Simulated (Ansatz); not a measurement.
Energy difference R1 → 3 P1 + 2 P2, each structure at its B3LYP-D3(BJ)/def2-TZVP stationary point, reached from a drawn start (curvature not checked).
R1: C3S2 (SMILES S=C=C=C=S), charge 0, multiplicity 1.
P1: C atom, charge 0, multiplicity 3.
P2: S atom, charge 0, multiplicity 3.

Quantity: the reaction energy.

P less R. No zero-point or thermal terms; singlets are restricted closed shells; open shells are unrestricted; no spin–orbit coupling.

Correlated levels freeze the cores.

Programs: Ansatz (a program for electronic structure) with Gaussian orbitals. Each number belongs to the level named beside it.

Costs are ratios of core time to PBE/def2-TZVPP (roughly 4 s), for whole runs (searches for the state included, and forces where a run took them) on one shared machine, so rough; each difference counts from 550.56 kcal/mol (CCSD(T)/cc-pV(Q+d)Z, a level with limits of its own).

```
level                basis functions  cost  difference (kcal/mol)
-------------------  ---------------  ----  ---------------------
PBE0/def2-TZVPP                  177  ×0.9                  29.30
revPBE/def2-TZVPP                177  ×0.9                  35.43
PBE/def2-TZVPP                   177    ×1                  63.62
BLYP/def2-TZVPP                  177    ×1                  30.96
B3LYP/def2-TZVPP                 177    ×1                  15.21
r2SCAN/def2-TZVPP                177    ×1                  34.37
B2PLYP/def2-TZVPP                177    ×2                  17.32
wB97X-V/def2-TZVPP               177    ×2                   5.66
CCSD(T)/cc-pV(D+d)Z               88    ×2                 -45.04
wB97M-V/def2-TZVPP               177    ×2                  12.61
B97M-V/def2-TZVPP                177    ×2                  34.81
CCSD(T)/cc-pV(T+d)Z              168    ×6                 -12.54
```

The cheapest listed level whose difference stays within 1.00 kcal/mol: none of those listed.

What the step from CCSD(T)/cc-pV(D+d)Z to CCSD(T)/cc-pV(T+d)Z costs and buys: 88 to 168 functions, cost ×3 (rough); the difference goes from -45.04 to -12.54 kcal/mol.
